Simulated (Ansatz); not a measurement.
Computed with Ansatz on PBE0-D4/def2-TZVP structures; ΔE is electronic, products minus reactants. CCSD(T)/CBS adds triple-zeta CCSD(T) − MP2 to the extrapolated MP2 energy (def2 sets, frozen cores). This one scheme is used for every species. Functionals use def2-TZVPP. B3LYP here is the variant with VWN-RPA as its local correlation; programs differ in this. For Br outer-core shells are correlated without core-valence functions, which leaves a few kJ/mol of doubt a bond. Scalar relativity is left out up to krypton. One conformer a species, not always the lowest.

Consider the formal loss of a carbene: `FC(Cl)CBr` → `ClCBr` + `[CH]F`.

`FC(Cl)CBr`:

Cartesian coordinates in Å:
```
F -0.770 1.620 -0.289
C -0.605 0.269 -0.364
Cl -0.366 -0.183 -2.057
C 0.582 -0.094 0.493
Br 0.734 -2.002 0.717
H -1.524 -0.214 -0.031
H 0.444 0.336 1.483
H 1.506 0.268 0.048
```

`ClCBr`:

Cartesian coordinates in Å:
```
Cl -0.272 0.469 1.615
C -0.029 0.136 -0.091
Br 0.501 -1.686 -0.445
H 0.763 0.777 -0.463
H -0.963 0.304 -0.616
```

`[CH]F`:

Z-matrix (Å, degrees):
```
C
F 1 1.301
H 1 1.126 2 102.3
```

| level | ΔE (kJ/mol) |
| --- | --- |
| r2SCAN | 414.0 |
| PBE0 | 409.7 |
| B3LYP | 377.0 |
| CCSD(T)/def2-TZVPP | 389.2 |
| HF/def2-QZVPP | 344.4 |
| SCS-MP2/def2-QZVPP | 399.9 |
| MP2/CBS(def2) | 423.3 |
| CCSD/CBS(def2) | 390.8 |

Problem. What does CCSD(T)/CBS give? (An estimate is asked.)

Solution. The calculation gave: +394.5 kJ/mol. The listed levels differ from it by 19.5, 15.2, -17.5, -5.3, -50.1, 5.4, 28.8, -3.7 kJ/mol.

Largest T1 diagnostic among the species: 0.018.

In def2-TZVPP, CCSD(T) changes the Hartree–Fock value by +43.6 kJ/mol (the triples alone add +3.8 kJ/mol) and MP2 by +72.4 kJ/mol. From PBE to PBE0 (25 % exact exchange), in def2-TZVPP and without D4, ΔE moves by +10.4 kJ/mol. The D4 term adds +12.6 kJ/mol with B3LYP and +6.7 kJ/mol with PBE0; it sums over pairs of atoms, weighted by their polarisabilities, and B3LYP, whose exchange is more repulsive, gets the larger term.
